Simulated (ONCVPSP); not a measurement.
**What one change does to a pseudopotential (manganese, ONCV)**

* Element: Mn
* Generator: ONCVPSP 4.0.1
* Type: optimised norm-conserving Vanderbilt (ONCV)
* Functional: PBE
* Relativity: scalar-relativistic
* Frozen core: [Ne] 3s2
* Valence charge: 13
* Reference configuration: 3p6 3d5 4s2
* Partial waves: 4s: rc 2.15 bohr, ncon 4, nbas 7, qcut 2.4 1/bohr, 2 projectors, debl 1.7 Ha; 3p: rc 1.00 bohr, ncon 4, nbas 7, qcut 7.7 1/bohr, 2 projectors, debl 0.9 Ha; 3d: rc 1.55 bohr, ncon 4, nbas 8, qcut 10.3 1/bohr, 3 projectors, debl 3.3 Ha
* Local potential: polynomial inside 0.90 bohr (lpopt 5, dvloc0 0 Ha)
* Core correction: Teter function fitted to the true core (icmod 2), fcfact 0.2

In the p channel the program set the typed energies aside and used -2.006, 0.250 Ha.

All-electron outer shells of the reference configuration (PBE, scalar-relativistic, ld1.x):

```csv
shell,level (eV),outermost node (bohr),outermost maximum (bohr)
3s,-85.88,0.34,0.74
3p,-54.59,0.31,0.75
3d,-6.77,–,0.76
4s,-5.11,1.05,2.51
```

Change: d: rc 2.2.

Cutoffs: the cutoffs (Ha) at which the residual kinetic energy of the hardest occupied pseudo-wave falls to 1 and 0.1 mHa per electron; they do not see the model core or the augmentation charge, which bear on the density cutoff. Errors are all-electron minus pseudo energies relative to the spin-unpolarised reference configuration.

Problem. What does the change do?

Solution. The potential gets softer (41 Ha and 77 Ha → 29 Ha and 77 Ha); both files keep a bound ghost (s); of the 4 tests that both files solve, the error grows in 1 and shrinks in 3 by more than 15 % and 0.3 meV (median size 13.9 → 9.0 meV). A larger radius leaves more room for a smooth pseudo-wave, so fewer plane waves are needed.

```csv
quantity,base,changed
"cutoff, loose",41 Ha,29 Ha
"cutoff, tight",77 Ha,77 Ha
loose cutoff by channel,"s 6.2 Ha, p 28 Ha, d 41 Ha","s 6.2 Ha, p 28 Ha, d 29 Ha"
bound ghosts,s,s
GHOST(+) flags under 300 eV,none,none
"error for 3p6 3d5 4s1, meV [ΔE 8.42 eV]",-4.5,-2.4
"error for 3p6 3d5 4s0, meV [ΔE 24.02 eV]",-18,-10
"error for 3p6 3d4 4s0, meV [ΔE 56.53 eV]",+115,+170
"error for 3p6 3d5.5 4s1.5, meV [ΔE -0.48 eV]",-10,+7.8
s: phases at 2.18 bohr within 0.05 rad from the reference energy up to (Ha; the scan ends near 5),3.1,3.1
p: phases at 1.01 bohr within 0.05 rad from the reference energy up to (Ha; the scan ends near 5),to the end of the scan,to the end of the scan
"rms error of d²Exc/dni dnj with the model core, mHa",0.92,0.84
```

 A true bound ghost makes a file unfit for plane-wave use even where its test errors are small: the radial tests pick states by their node count and pass the ghost by.
